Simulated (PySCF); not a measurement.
C4H11O2 (SMILES C[OH+]CC(C)O), charge +1, singlet, geometry from GFN2-xTB. Base run: CAMB3LYP/3-21G (PySCF).

Input for PySCF:
```python
from pyscf import gto, scf, dft

mol = gto.Mole()
mol.atom = '''
    C     2.366615   -0.126192    0.247173
    O     1.074800   -0.251997    0.880426
    C     0.109380    0.770365    0.545929
    C    -0.751926    0.194413   -0.613769
    C    -2.179180    0.698704   -0.574043
    O    -0.653411   -1.224189   -0.470852
    H     2.285823   -0.071004   -0.838053
    H     2.948895   -1.001274    0.531272
    H     2.854312    0.767435    0.634333
    H     0.539213   -1.066226    0.438613
    H    -0.497943    0.922021    1.442909
    H     0.602617    1.703614    0.281075
    H    -0.290087    0.431894   -1.578221
    H    -2.749782    0.282204   -1.400278
    H    -2.661313    0.424412    0.362793
    H    -2.194916    1.780675   -0.665195
    H    -1.477263   -1.587996   -0.117583
'''
mol.basis = '3-21g'
mol.charge = 1
mol.spin = 0
mol.verbose = 5
mol.build()

mf = dft.RKS(mol)
mf.xc = 'camb3lyp'
mf.kernel()
```

Variants of this job, named by their change:

| change | ΔE vs base (mEh) | fitting functions |
|---|---|---|
| base | 0.000 | - |
| auxbasis = even-tempered beta=1.6 | -7.471 | 586 |
| auxbasis = def2-tzvp-ri | -0.442 | 621 |
| auxbasis = default (with mf = mf.density_fit()) | -0.205 | 652 |
| auxbasis = cc-pvqz-jkfit | -0.073 | 1197 |
| auxbasis = even-tempered beta=3.0 | -12.834 | 266 |
| auxbasis = def2-svp-ri | -15.370 | 442 |
| auxbasis = def2-universal-jfit | -0.125 | 415 |
| only_dfj = on; auxbasis = def2-universal-jfit | -0.712 | 415 |
| auxbasis = def2-universal-jkfit | -0.205 | 652 |

A fitting set is made for a task (jfit for Coulomb, jkfit for Coulomb and exchange, ri for correlation) and for a family of orbital bases.
